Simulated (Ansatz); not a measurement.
Consider the cleavage of the B–Ge bond: `[BH2][GeH2][O]C` + `C1N[SiH2]1` → `BN1C[SiH2]1` + `C[O][GeH3]`.

Isolated molecules relaxed with PBE0-D4/def2-TZVP in Ansatz; ΔE leaves out vibrations. CCSD(T)/CBS adds triple-zeta CCSD(T) − MP2 to the extrapolated MP2 energy (def2 sets, frozen cores). DFT in def2-TZVPP. B3LYP here is the variant with VWN-RPA as its local correlation; programs differ in this. For Ge outer-core shells are correlated without core-valence functions, which leaves a few kJ/mol of doubt a bond. Scalar relativity is left out up to krypton. One conformer a species, not always the lowest.

`[BH2][GeH2][O]C`:

```xyz
11

B    -1.545   -1.259    1.461
Ge   -0.338   -0.727   -0.107
O     0.350    0.887    0.233
C     1.216    1.446   -0.720
H    -1.699   -0.535    2.396
H    -2.108   -2.312    1.443
H     0.846   -1.704   -0.321
H    -1.097   -0.639   -1.455
H     2.109    0.827   -0.882
H     0.724    1.592   -1.692
H     1.543    2.424   -0.356
```

`C1N[SiH2]1`:

Z-matrix (Å, degrees):
```
C
Si 1 1.829
N 1 1.494 2 61.5
H 1 1.090 2 117.4 3 107.8
H 1 1.087 2 123.6 3 -101.3
H 2 1.481 1 117.8 3 -107.7
H 2 1.478 1 124.7 3 97.4
H 3 1.009 1 116.0 2 119.2
```

`BN1C[SiH2]1`:

Z-matrix (Å, degrees):
```
C
N 1 1.484
Si 1 1.837 2 61.0
H 1 1.088 2 115.1 3 -112.6
H 1 1.088 2 115.2 3 112.6
B 2 1.386 1 134.1 3 -179.9
H 3 1.478 1 121.2 2 -102.0
H 3 1.478 1 121.2 2 102.0
H 6 1.199 2 118.6 1 179.9
H 6 1.200 2 119.6 1 -0.0
```

`C[O][GeH3]`:

Z-matrix (Å, degrees):
```
C
O 1 1.406
H 1 1.099 2 112.2
H 1 1.093 2 108.1 3 119.0
H 1 1.099 2 112.2 3 -122.0
Ge 2 1.779 1 117.8 3 61.0
H 6 1.542 2 108.9 1 -59.8
H 6 1.531 2 104.9 1 -180.0
H 6 1.542 2 108.9 1 59.9
```

| level | ΔE (kJ/mol) | difference from CCSD(T)/CBS |
| --- | --- | --- |
| PBE-D4 | -154.9 | -3.2 |
| r2SCAN-D4 | -157.3 | -5.6 |
| PBE0-D4 | -155.1 | -3.4 |
| B3LYP-D4 | -162.0 | -10.3 |
| ωB97X-V | -154.8 | -3.1 |
| ωB97M-V | -158.8 | -7.1 |
| B2PLYP | -160.9 | -9.2 |
| PBE | -153.8 | -2.1 |
| r2SCAN | -157.0 | -5.3 |
| PBE0 | -154.2 | -2.5 |
| B3LYP | -160.2 | -8.5 |
| HF/def2-TZVPP | -159.4 | -7.7 |
| MP2/def2-TZVPP | -161.1 | -9.4 |
| SCS-MP2/def2-TZVPP | -159.9 | -8.2 |
| CCSD/def2-TZVPP | -153.9 | -2.2 |
| CCSD(T)/def2-TZVPP | -154.9 | -3.2 |
| HF/def2-QZVPP | -160.7 | -9.0 |
| MP2/def2-QZVPP | -159.7 | -8.0 |
| SCS-MP2/def2-QZVPP | -159.0 | -7.3 |
| HF/CBS(def2) | -160.9 | -9.2 |
| MP2/CBS(def2) | -157.9 | -6.2 |
| CCSD/CBS(def2) | -150.7 | 1.0 |
| CCSD(T)/CBS | -151.7 | 0 |

Largest T1 diagnostic among the species: 0.014.
